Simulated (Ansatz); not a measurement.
Start from `[SiH3][O][Al]([Cl])[Cl]` and change one atom or group to get `C[S][Al]([Cl])[Cl]`.

Ansatz, PBE0-D4/def2-TZVP geometries, multiplicity 1. Each molecule was computed in one conformer, which needn't be the lowest.

```csv
property,`[SiH3][O][Al]([Cl])[Cl]`
HOMO–LUMO gap (B3LYP/def2-TZVPP) / eV,7.38
LUMO energy (B3LYP/def2-TZVPP) / eV,-1.37
HOMO–LUMO gap (ωB97M-V/def2-TZVPP) / eV,11.85
LUMO energy (PBE/def2-TZVPP) / eV,-1.97
size of the dipole moment (ωB97M-V/def2-TZVPP) / D,0.88
HOMO energy (PBE0/def2-TZVPP) / eV,-8.99
```

Problem. What does the change do to each property? (Estimate.)

Solution. Ansatz gave: 
| property | `C[S][Al]([Cl])[Cl]` | shift |
| --- | --- | --- |
| HOMO–LUMO gap (B3LYP/def2-TZVPP) / eV | 6.21 | -1.17 |
| LUMO energy (B3LYP/def2-TZVPP) / eV | -1.12 | 0.25 |
| HOMO–LUMO gap (ωB97M-V/def2-TZVPP) / eV | 10.59 | -1.26 |
| LUMO energy (PBE/def2-TZVPP) / eV | -1.71 | 0.26 |
| size of the dipole moment (ωB97M-V/def2-TZVPP) / D | 2.01 | 1.13 |
| HOMO energy (PBE0/def2-TZVPP) / eV | -7.59 | 1.40 |

With PBE0 the HOMO rises by 1.40 eV and the LUMO rises by 0.23 eV, so the gap narrows by about 1.17 eV. PBE moves the HOMO by 1.15 eV and ωB97M-V by 1.52 eV. Dipoles are sizes alone; their direction can turn.

B3LYP here is the variant with VWN-RPA as its local correlation; programs differ in this.
